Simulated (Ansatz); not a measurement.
System: CH$_{7}$OSi$_{2}$ (charge 0, doublet). It need not be the lowest isomer of its formula. 
Geometry from a B3LYP-D3(BJ)/def2-TZVP (Ansatz, a quantum-chemistry and plane-wave program) optimisation:
SMILES: C[SiH2]O[SiH2]
```xyz
11

C     -2.2952    -0.8448     0.1004
Si    -1.0176     0.4525    -0.2836
O      0.4811    -0.1863    -0.0406
Si     2.0840     0.0783     0.1734
H     -2.1664    -1.7193    -0.5401
H     -2.2218    -1.1692     1.1400
H     -3.3011    -0.4498    -0.0621
H     -1.1244     0.8938    -1.6951
H     -1.1865     1.6357     0.5960
H      2.7021    -1.1991     0.6217
H      2.2902     1.1366     1.2045
```
Charge 0, spin multiplicity 2.

Total electronic energies in hartree. Cores are frozen in the correlated levels unless marked. Open shells are spin-unrestricted. No spin-orbit coupling. No relativistic terms. Basis-set limits of correlation are two-point, X^-3; Hartree-Fock from the larger set. [CCSD(T)-MP2]/basis is that difference in the basis named.

```
level                                                                             program  energy (Eh)
-------------------------------------------------------------------------  --------------  -----------
HF/aug-cc-pV(Q+d)Z                                                                 Ansatz   -694.83169
RI-HF/aug-cc-pV(T+d)Z                                                              Ansatz   -694.81710
BLYP-D3(BJ)/def2-TZVPD                                                     Ansatz + dftd3   -696.60188
revPBE-D4/def2-TZVPD                                                       Ansatz + dftd4   -696.49228
r2SCAN/def2-TZVPD                                                                  Ansatz   -696.51848
B3LYP/def2-TZVPD                                                                   Ansatz   -696.68497
PBE0/6-31G*                                                                        Ansatz   -696.13507
PBE0-D3(BJ)/def2-TZVPD                                                     Ansatz + dftd3   -696.26043
wB97X-V/def2-TZVPD                                                                 Ansatz   -696.50299
B2GP-PLYP-D3(BJ)/def2-TZVPD                                                Ansatz + dftd3   -696.20084
B2GP-PLYP-D4/def2-TZVPD                                                    Ansatz + dftd4   -696.19783
B2PLYP-D3(BJ)/def2-TZVPD                                                   Ansatz + dftd3   -696.30580
MP2/cc-pV(T+d)Z                                                                    Ansatz   -695.45503
RI-MP2/aug-cc-pV(Q+d)Z                                                             Ansatz   -695.52570
RI-MP2/cc-pV(T+d)Z                                                                 Ansatz   -695.45481
SCS-MP2/cc-pV(D+d)Z                                                                Ansatz   -695.25373
SCS-MP2/cc-pV(T+d)Z                                                                Ansatz   -695.46520
CCSD/cc-pwCVTZ                                                                     Ansatz   -695.51421
CCSD(T)/6-31G*                                                                     Ansatz   -695.19617
CCSD(T)/aug-cc-pV(D+d)Z                                                            Ansatz   -695.36331
RI-MP2/CBS(aug-cc-pV(T+d)Z,aug-cc-pV(Q+d)Z)+[CCSD(T)-MP2]/aug-cc-pV(T+d)Z          Ansatz    -695.6285
RI-MP2/CBS(cc-pV(T+d)Z,cc-pV(Q+d)Z)+[CCSD(T)-MP2]/cc-pV(Q+d)Z                      Ansatz    -695.6220
CCSD(T)/CBS(cc-pV(T+d)Z,cc-pV(Q+d)Z)                                               Ansatz    -695.6195
```

Totals of different functionals don't rank their quality; only differences between species are comparable.
